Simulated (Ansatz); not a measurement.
C2H6GaO (`C[CH2][Ga][OH]`) radical. Total charge 0; spin multiplicity 2.

```json
{"atom": "C1", "x (Å)": "0.0235", "y (Å)": "-1.1166", "z (Å)": "-0.4160"}
{"atom": "C2", "x (Å)": "-0.8474", "y (Å)": "-0.2806", "z (Å)": "0.5084"}
{"atom": "Ga3", "x (Å)": "-0.0453", "y (Å)": "1.5401", "z (Å)": "0.8543"}
{"atom": "O4", "x (Å)": "1.2767", "y (Å)": "1.9292", "z (Å)": "-0.3181"}
{"atom": "H5", "x (Å)": "1.0006", "y (Å)": "-1.3249", "z (Å)": "0.0253"}
{"atom": "H6", "x (Å)": "-0.4496", "y (Å)": "-2.0803", "z (Å)": "-0.6342"}
{"atom": "H7", "x (Å)": "0.2061", "y (Å)": "-0.6120", "z (Å)": "-1.3665"}
{"atom": "H8", "x (Å)": "-1.0122", "y (Å)": "-0.7598", "z (Å)": "1.4764"}
{"atom": "H9", "x (Å)": "-1.8353", "y (Å)": "-0.0861", "z (Å)": "0.0785"}
{"atom": "H10", "x (Å)": "1.6828", "y (Å)": "2.7910", "z (Å)": "-0.2081"}
```

(1) What are the harmonic wavenumbers in cm⁻¹ at PBE0-D4/def2-TZVP (Ansatz, finite differences of forces, unscaled)? (An estimate is asked.)

(2) Is this a minimum?

(3) Give the ideal-gas thermochemistry at 298.15 K and 1 bar (rigid rotor, harmonic oscillator; point group C1, symmetry number 1).

(4) And at 400, 500, 600, 800 and 1000 K?

## Answers

(1) The calculation gave: 15, 120, 196, 253, 359, 477, 616, 649, 756, 923, 957, 1036, 1169, 1242, 1406, 1445, 1485, 1489, 3034, 3057, 3104, 3106, 3133, 3908.

(2) Yes, all 24 modes are real.

(3) Zero-point energy 203.0 kJ/mol; H(298) − E = 222.9 kJ/mol; entropy 356.1 J/(mol·K), of which translation 168.1, rotation 108.8, vibration 73.4, electronic 5.8; G(298) − E = 116.7 kJ/mol. Modes under 100 cm⁻¹ are hindered rotations or soft bends, so the harmonic entropy is rough.

(4) 
| T (K) | H − E (kJ/mol) | S (J/mol/K) | G − E (kJ/mol) |
| --- | --- | --- | --- |
| 400 | 233.6 | 386.9 | 78.9 |
| 500 | 245.8 | 413.9 | 38.8 |
| 600 | 259.3 | 438.5 | -3.8 |
| 800 | 289.4 | 481.8 | -96.0 |
| 1000 | 322.9 | 519.0 | -196.2 |
